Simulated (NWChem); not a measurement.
## Basis-set dependence for F2Zn

```xyz
3

Zn     0.0000     0.0000     0.0000
F      0.0000     0.0000     1.7300
F      0.0000     0.0000    -1.7300
```
Charge 0, spin multiplicity 1.

The numbers come from NWChem runs, not from measurements. Structure: optimised with PBE0/def2-SVP, a minimum by its harmonic frequencies.

Hartree-Fock energies in Ha, correlation energies in mHa.

The correlated methods keep 11 core orbitals frozen. The structure started from a generated list of species.

| basis | functions | RHF | MP2 | SCS-MP2 |
|---|---|---|---|---|
| def2-SVP | 59 | -1976.32278 | -674.4 | -621.9 |
| def2-TZVP | 110 | -1976.82820 | -926.4 | -862.7 |

From def2-SVP to def2-TZVP the Hartree-Fock energy moves by -505.4 mHa and the MP2 correlation energy by -252.0 mHa, which is 27 % of its value in the larger set.
